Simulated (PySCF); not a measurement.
Below is a simulated gas-phase S 2p photoelectron spectrum of `NBS[SiH3]`.

Every computed line was given a Gaussian of 0.4 eV full width at half maximum and an area set by the number of equivalent atoms (split 2:1 within a doublet); the highest printed point is 100. Computed, not measured: PySCF, delta-SCF UKS SCAN, pcX-2 on the ionised atom, pcseg-1 elsewhere, spin-free X2C.

binding energy (eV), intensity and a bar:
```
    168.0          1 
    168.1          3 #
    168.2         13 ####
    168.3         37 ###########
    168.4         72 ######################
    168.5        100 ##############################
    168.6         98 #############################
    168.7         68 ####################
    168.8         33 ##########
    168.9         11 ###
    169.0          3 #
    169.1          1 
    169.2          0 
    169.3          1 
    169.4          5 #
    169.5         14 ####
    169.6         31 #########
    169.7         47 ##############
    169.8         51 ###############
    169.9         39 ############
    170.0         21 ######
    170.1          8 ##
    170.2          2 #
    170.3          0
```

Task: Count the maxima, the lines and the sites behind this envelope.

Result: The curve has 2 maxima (at 168.5 and 169.8 eV). Under it lie 2 lines from 1 inequivalent sulfur site, drawn as a 2p3/2, 2p1/2 pair.

Task: Decompose the envelope and assign each component. Numbering: `[NH2:1][BH:2][S:3][SiH3:4]`.

Result: 
```tsv
position (eV)	relative area	line	atoms	environment
168.54	0.67	S 2p3/2	S3	sulfur bonded to B and Si
169.77	0.33	S 2p1/2	S3	sulfur bonded to B and Si
```

The curve has no shake-up lines and no vibrational structure. The 2p values add to the ΔSCF energy of one spin-free hole a correction within the shell (spin–orbit coupling, ligand field). 2p1/2 minus 2p3/2 (ligand field included): S 1.23 eV. Geometry: PBE0-D3(BJ)/def2-SVP, one conformer, isolated molecule.

Shape of the structure used: `[NH2:1][BH:2][S:3][SiH3:4]`: N1–B2–S3–Si4 -178°, H–N1–B2–S3 0°, H–N1–B2–S3 180°.
